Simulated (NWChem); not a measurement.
System meant: As, quartet

NWChem input:

```
start job
memory heap 200 mb stack 900 mb global 1100 mb
geometry units angstroms noautoz
  As     0.000000     0.000000     0.000000
end
basis spherical
  * library def2-svp
end
dft
  odft
  mult 5
  xc b3lyp
  iterations 150
  mulliken
end
task dft energy
```

End of the output:

```
            Nuclear Dipole moment (a.u.)
            ----------------------------
        X                 Y               Z
 ---------------- ---------------- ----------------
     0.0000000000     0.0000000000     0.0000000000

            XYZ format geometry
            -------------------
     1
 geometry
 As                    0.00000000     0.00000000     0.00000000

 Summary of "ao basis" -> "" (spherical)
 ------------------------------------------------------------------------------
       Tag                 Description            Shells   Functions and Types
 ---------------- ------------------------------  ------  ---------------------
 *                          def2-svp                  on all atoms

                                 NWChem DFT Module
                                 -----------------

 Summary of "ao basis" -> "ao basis" (spherical)
 ------------------------------------------------------------------------------
       Tag                 Description            Shells   Functions and Types
 ---------------- ------------------------------  ------  ---------------------
 As                         def2-svp                12       32   5s4p3d

 Summary of "ao basis" -> "ao basis" (spherical)
 ------------------------------------------------------------------------------
       Tag                 Description            Shells   Functions and Types
 ---------------- ------------------------------  ------  ---------------------
 As                         def2-svp                12       32   5s4p3d

  number of electrons :                   33
  multiplicity        :                    5
 ------------------------------------------------------------------------
  no. of electrons and multiplicity not compatible                  33
 ------------------------------------------------------------------------
 ------------------------------------------------------------------------
  current input line :
    16: task dft energy
 ------------------------------------------------------------------------
 ------------------------------------------------------------------------
 There is an error in the input file
 ------------------------------------------------------------------------
 For more information see the NWChem manual at https://nwchemgit.github.io

0: no. of electrons and multiplicity not compatible:Received an Error in Communication
```

Problem. Find the fault in this run and fix the input.

Solution. The input was rejected before any calculation. Cause: the multiplicity doesn't fit the number of electrons (an even count wants an odd multiplicity, and the reverse). This input runs:
```
start job
memory heap 200 mb stack 900 mb global 1100 mb
geometry units angstroms noautoz
  As     0.000000     0.000000     0.000000
end
basis spherical
  * library def2-svp
end
dft
  odft
  mult 4
  xc b3lyp
  iterations 150
  mulliken
end
task dft energy
```
It converges to -2235.57270 Ha (B3LYP/def2-SVP, spin-unrestricted).
